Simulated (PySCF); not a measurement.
All of these have the formula C5H9NSi. Theory: TDDFT wB97X-D/def2-SVPD, vertical, gas phase, core orbitals frozen in the response (PySCF 2.14.0, density-fitted response routines). Geometries: PBE0-D3(BJ)/def2-SVP; one conformer of each isolated species. Triplets are in the Tamm–Dancoff approximation.

A. `C1C[Si@H](N)[C@@H]1C#C`
B. `N#C[SiH]1CCCC1`
C. `C(C[Si@H](C#C)N)=C`
D. `CC1=CN([SiH3])C=C1`

Lowest singlet levels (six at most, fewer where fewer were computed) with oscillator strengths:

1. 5.99 eV (f 0.006); 6.26 eV (f 0.016); 6.34 eV (f 0.025); 6.55 eV (f 0.043); 6.72 eV (f 0.296); 6.98 eV (f 0.011); T1 4.32 eV
2. 6.02 eV (f 0.002); 6.45 eV (f 0.032); 6.64 eV (f 0.013); 6.73 eV (f 0.003); 7.12 eV (f 0.031); 7.40 eV (f 0.052); T1 5.27 eV
3. 5.92 eV (f 0.001); 6.17 eV (f 0.093); 6.33 eV (f 0.012); 6.61 eV (f 0.013); 6.62 eV (f 0.004); 6.85 eV (f 0.065); T1 4.24 eV
4. 6.93 eV (f 0.000); 7.21 eV (f 0.039); 7.23 eV (f 0.015); 7.91 eV (f 0.018); 7.99 eV (f 0.153); 8.10 eV (f 0.027); T1 5.84 eV

Question: Which spectrum belongs to which structure?

Answer: 1 = C, 2 = A, 3 = D, 4 = B.
- A: S1 at 6.02 eV, HOMO→LUMO+1 (34%), HOMO→LUMO+5 (13%), HOMO→LUMO+2 (10%); Löwdin shares by element: HOMO carbon 63% or more, silicon 11% (atoms not listed hold the other 26%); LUMO silicon 34%, hydrogen 14% or more, nitrogen 9%, carbon 8% or more (atoms not listed hold the other 35%); HOMO -8.60 and LUMO 2.10 eV.
- B: S1 at 6.93 eV, HOMO→LUMO+1 (24%), HOMO-1→LUMO (22%), HOMO-5→LUMO+1 (9%); Löwdin shares by element: HOMO carbon 42% or more, silicon 18%, nitrogen 8% (atoms not listed hold the other 32%); LUMO carbon 32% or more, nitrogen 24%, silicon 23% (atoms not listed hold the other 21%); HOMO -10.44 and LUMO 1.31 eV.
- C: S1 at 5.99 eV, HOMO-2→LUMO (49%), HOMO-2→LUMO+2 (12%), HOMO→LUMO (9%); Löwdin shares by element: HOMO carbon 58% or more, nitrogen 11% (atoms not listed hold the other 30%); LUMO carbon 52% or more, silicon 14% (atoms not listed hold the other 34%); HOMO -8.90 and LUMO 1.55 eV.
- D: S1 at 5.92 eV, HOMO→LUMO (93%); Löwdin shares by element: HOMO carbon 80% or more (atoms not listed hold the other 20%); LUMO silicon 41%, hydrogen 31% or more (atoms not listed hold the other 28%); HOMO -7.91 and LUMO 1.93 eV.
A and C have S1 within 0.04 eV of each other; their strongest listed levels stand at 7.40 eV (f 0.052) and 6.72 eV (f 0.296).
A and D have S1 within 0.11 eV of each other; their strongest listed levels stand at 7.40 eV (f 0.052) and 6.17 eV (f 0.093).
C and D have S1 within 0.08 eV of each other; their strongest listed levels stand at 6.72 eV (f 0.296) and 6.17 eV (f 0.093).
